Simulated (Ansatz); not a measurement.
CdI₂⁺. Total charge 1; doublet. Geometry PBE0-D4/def2-TZVP, that of the neutral singlet; atoms count from 1.

```
atom    x (Å)    y (Å)    z (Å)
 Cd1  -0.0025  -0.0026   0.0030
  I2  -1.1654   2.1269   0.9028
  I3   1.1679  -2.1243  -0.9058
```

In the def2 sets Cd, I take a core potential; there is no spin–orbit coupling.

(1) Estimate the Mulliken populations from the PBE0/def2-TZVP orbitals of Ansatz.

(2) Where does the spin sit?

(3) And the Mayer bond orders between bonded heavy atoms (over 0.3)?

## Answers

(1) 
```json
{"atom": "Cd1", "charge (e)": "0.71", "spin (α − β)": "-0.06", "d electrons": "10.00"}
{"atom": "I2", "charge (e)": "0.14", "spin (α − β)": "0.53", "d electrons": "–"}
{"atom": "I3", "charge (e)": "0.14", "spin (α − β)": "0.53", "d electrons": "–"}
```
Mulliken values and Mayer orders depend strongly on the basis.

(2) Summed by element: Cd -0.06, I 1.06, of 1 unpaired in all. Largest on single atoms: I3 0.53, I2 0.53, Cd1 -0.06.

(3) Cd1–I2 0.93 (2.59 Å); Cd1–I3 0.93 (2.59 Å). Values over 0.3 also appear between atoms too far apart for a bond (I2–I3 0.51 at 5.18 Å); they arise where an orbital or an unpaired electron spreads over both atoms.
